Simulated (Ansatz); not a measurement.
System: ZnCl$_{2}$, charge 0, multiplicity 3. The spin state was set by rule; other spins were not relaxed. 
Geometry from a B3LYP-D3(BJ)/def2-TZVP (Ansatz, a first-principles code) optimisation:
```xyz
3

Zn    -0.4451    -0.6801    -0.6465
Cl     1.3723     0.8309    -0.3467
Cl    -0.5869     0.3693     1.4876
```
Charge 0, spin multiplicity 3.

Computed values are from Ansatz. Correlated levels leave the core frozen unless marked. UHF or UKS for open shells. No spin-orbit coupling. Frozen are the shells of the preceding noble gas and the d and f shells that filled before the atom's block. No relativistic terms. CBS(X,Y): correlation extrapolated as X^-3; Hartree-Fock from the larger set. [CCSD(T)-MP2]/basis is that difference in the basis named.

**Question.** What is the atomisation energy De at RI-MP2/CBS(def2-TZVPPD,def2-QZVPPD)+[CCSD(T)-MP2]/def2-TZVPPD?

**Answer.** 65.3 kcal/mol.

**Question.** What is the total energy at RI-MP2/CBS(def2-TZVPPD,def2-QZVPPD)+[CCSD(T)-MP2]/def2-TZVPPD?

**Answer.** -2697.8909 Eh.

**Question.** What is the dipole moment at CCSD(T)/def2-SVPD?

**Answer.** 2.16 D.

**Question.** What is the T1 diagnostic at CCSD/def2-TZVPPD?

**Answer.** 0.016.
